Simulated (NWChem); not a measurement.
# InSiH3Cl2; SMILES [SiH3][In]([Cl])[Cl]

def2 effective core potentials on In; no spin-orbit coupling.

Give the equilibrium geometry at PBE0/def2-SVP with def2 effective core potentials on In (NWChem) as an XYZ file, with the point group.

point group C1; any orientation.
```
7

In    -0.0019    -0.0185     0.0089
Cl    -1.9303     1.3283    -0.0063
Cl     1.9385     1.3112    -0.0074
Si    -0.0068    -2.5827     0.0146
H      1.1469    -3.0681     0.8251
H      0.1321    -3.0409    -1.3993
H     -1.2937    -3.0701     0.5883
```
